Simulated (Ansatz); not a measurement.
Process, species as SMILES: FB=O → B atom + F atom + O atom
B3LYP-D3(BJ)/def2-TZVP geometries, fixed; electronic energies without zero-point terms.

Energies in hartree at MP2 with Ansatz (an electronic-structure program); the atomisation energy is their sum with the coefficients shown, times 627.509 kcal/mol a hartree. All functions are spherical. Cores are frozen. Open shells are unrestricted. No added dispersion term, no relativity.

```tsv
species	coefficient	part	cc-pVDZ	cc-pVTZ	cc-pVQZ
O=BF	-1	Hartree-Fock	-199.08272	-199.15531	-199.17166
O=BF	-1	correlation	-0.44713	-0.57090	-0.61876
B atom	+1	Hartree-Fock	-24.52996	-24.53207	-24.53297
B atom	+1	correlation	-0.03651	-0.04408	-0.04702
F atom	+1	Hartree-Fock	-99.37524	-99.40552	-99.41377
F atom	+1	correlation	-0.14060	-0.19983	-0.22144
O atom	+1	Hartree-Fock	-74.79217	-74.81176	-74.81729
O atom	+1	correlation	-0.10196	-0.14315	-0.15759
```

**Question.** Predict the atomisation energy in cc-pV5Z (X = 5): let each Hartree-Fock step shrink by the ratio of the last two, and fit each correlation energy at X = 3 and 4 to E + A/X^3. Compare with the run.

**Answer.** 
- O=BF: steps -0.07259 and -0.01635, ratio 0.225, so Hartree-Fock -199.17534 (run: -199.17558); A = (-0.57090 - (-0.61876))/(1/27 - 1/64) = 2.2352, correlation -0.61876 - A/64 + A/125 = -0.63580 (run: -0.63860).
- B atom: steps -0.00211 and -0.00090, ratio 0.427, so Hartree-Fock -24.53335 (run: -24.53312); A = (-0.04408 - (-0.04702))/(1/27 - 1/64) = 0.1373, correlation -0.04702 - A/64 + A/125 = -0.04807 (run: -0.04820).
- F atom: steps -0.03028 and -0.00825, ratio 0.272, so Hartree-Fock -99.41601 (run: -99.41605); A = (-0.19983 - (-0.22144))/(1/27 - 1/64) = 1.0092, correlation -0.22144 - A/64 + A/125 = -0.22914 (run: -0.23068).
- O atom: steps -0.01959 and -0.00553, ratio 0.282, so Hartree-Fock -74.81885 (run: -74.81878); A = (-0.14315 - (-0.15759))/(1/27 - 1/64) = 0.6744, correlation -0.15759 - A/64 + A/125 = -0.16273 (run: -0.16368).
Predicted 378.38 kcal/mol; the run in cc-pV5Z gives 378.81, a miss of -0.43. Keeping the value in cc-pVQZ, 376.72, would miss by -2.09. All sums are of the energies as printed.
